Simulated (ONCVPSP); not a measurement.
# Co: variants of one ONCV potential

Base potential:

```json
{"Element": "cobalt (Co)", "Generator": "ONCVPSP 4.0.1", "Type": "optimised norm-conserving Vanderbilt (ONCV)", "Functional": "PBE", "Relativity": "scalar-relativistic", "Frozen core": "[Ne]", "Valence charge": "17", "Reference configuration": "3s2 3p6 3d8 4s1", "Partial waves": "3s+4s: rc 1.25 bohr, ncon 4, nbas 7, qcut 9.5 1/bohr, 2 projectors; 3p: rc 1.25 bohr, ncon 5, nbas 8, qcut 11 1/bohr, 2 projectors, debl 3.1 Ha; 3d: rc 1.80 bohr, ncon 5, nbas 9, qcut 7.9 1/bohr, 1 projector", "Local potential": "polynomial inside 1.00 bohr (lpopt 5, dvloc0 3 Ha)", "Core correction": "Teter function, fcfact 3.75, rcfact 1.15"}
```

All-electron outer shells of the reference configuration (PBE, scalar-relativistic, ld1.x):

```tsv
shell	level (eV)	outermost node (bohr)	outermost maximum (bohr)
2p	-764.70	–	0.17
3s	-97.60	0.31	0.67
3p	-60.97	0.28	0.68
4s	-4.37	0.97	2.44
3d	-4.24	–	0.68
```

Cutoffs, loose and tight: the cutoffs (Ha) at which the residual kinetic energy of the hardest occupied pseudo-wave falls to 1 and 0.1 mHa per electron. They do not see the model core or the augmentation charge, which bear on the density cutoff. Test errors are all-electron minus pseudo excitation energies from the reference, over the configurations 3s2 3p6 3d7 4s2; 3s2 3p6 3d7 4s1; 3s2 3p6 3d7 4s0; 3s2 3p6 3d6 4s2. A dash means not determined; rows that change the core or the reference have their own tests.

| change | outcome | cutoff, loose | cutoff, tight | bound ghosts | GHOST(+) flags above zero | largest test error (meV) |
| --- | --- | --- | --- | --- | --- | --- |
| base | generated | 37 Ha | 79 Ha | none | s | +230 |
| s: rc 0.88; local potential polynomial inside 0.88 bohr (lpopt 5, dvloc0 3 Ha) | generated | 113 Ha | 157 Ha | none | none | +235 |
| s: rc 1.18 | generated | 37 Ha | 79 Ha | none | none | +230 |
| s: rc 1.28 | generated | 37 Ha | 79 Ha | none | s | +228 |
| s: rc 1.42 | generated | 37 Ha | 79 Ha | none | none | +227 |
| s: rc 1.54 | generated | 37 Ha | 79 Ha | none | none | +226 |
| s: rc 1.6 | generated | 37 Ha | 79 Ha | none | none | +226 |
| s: rc 1.74 | generated | 37 Ha | 79 Ha | none | none | +226 |
| s: rc 1.82 | generated | 37 Ha | 79 Ha | none | none | +225 |

Question: What comes out with this change to the base: s: rc 1.1?

Answer: outcome: generated; cutoff, loose: 38 Ha; cutoff, tight: 79 Ha; bound ghosts: none; GHOST(+) flags above zero: none; largest test error (meV): +230.

Question: What comes out with this change to the base: s: rc 0.96; local potential polynomial inside 0.96 bohr (lpopt 5, dvloc0 3 Ha)?

Answer: outcome: generated; cutoff, loose: 50 Ha; cutoff, tight: 128 Ha; bound ghosts: none; GHOST(+) flags above zero: none; largest test error (meV): +233.

Reading the sweep of the s radius (base included, trends over the rows without a ghost): The loose cutoff falls from 113 Ha at 0.88 to 37 Ha at 1.82 bohr. A larger radius leaves more room for a smooth pseudo-wave, so fewer plane waves are needed; a smaller one forces it to follow the all-electron wave where it bends sharply. The median size of the test errors (rows with all tests solved) stays near 28.9 meV.
